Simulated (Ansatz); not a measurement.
CH₇NO₂Si (`NC(O)O[SiH3]`). The species carries charge 0 and has multiplicity 1.

Cartesian coordinates in Å:
```
N -0.601 -0.148 1.936
C -0.603 -0.020 0.520
O -0.676 -1.285 -0.074
O 0.555 0.583 0.024
Si 1.028 0.465 -1.559
H 0.271 -0.570 2.236
H -0.692 0.756 2.380
H -1.471 0.595 0.233
H -1.366 -1.776 0.382
H -0.126 0.712 -2.466
H 2.042 1.534 -1.730
H 1.638 -0.847 -1.882
```

Task: Give the diagnostics of a CCSD(T)/def2-TZVPP run (frozen core, the Gaussian-basis code of Ansatz). (An estimate is asked.)

Result: Computed: T1 = 0.0113, largest single amplitude 0.014, largest double 0.019, (T) share of the correlation energy 3.5 %, 9 CCSD cycles. The RHF solution is stable towards an unrestricted one. T1 lies under the customary mark of 0.02 for closed shells.
